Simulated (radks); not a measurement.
Problem. Neutral copper, [Ar] 3d10 4s1. Method: non-relativistic Kohn-Sham, exchange-only LDA, spin-polarised, spherical densities, point nucleus; computed with a radial shooting solver on a logarithmic mesh with Libxc functionals. Every spin shell is full or empty, so the densities are truly spherical. Functionals are evaluated on that one density, not self-consistently. Rank these orbital-free kinetic functionals by their error against the exact value of the orbitals, and give that value: Thomas-Fermi, von Weizsacker, TF + vW, TF + vW/9, LC94, APBEK, revAPBEK, Perdew 92, Thakkar, Pearson, LKT, PG1, DePristo-Kress, Ernzerhof.

Solution. Exact: 1635.24 hartree. From best to worst, with 100 (|E| - |E exact|)/|E exact| (equal figures are ties): APBEK -0.07, LC94 -0.16, revAPBEK +0.17, DePristo-Kress -0.24, Ernzerhof -0.53, Thakkar -0.59, Perdew 92 -0.92, TF + vW/9 -0.93, Pearson -1.36, Thomas-Fermi -6.47, PG1 +18.67, LKT +23.58, TF + vW +43.41, von Weizsacker -50.13.
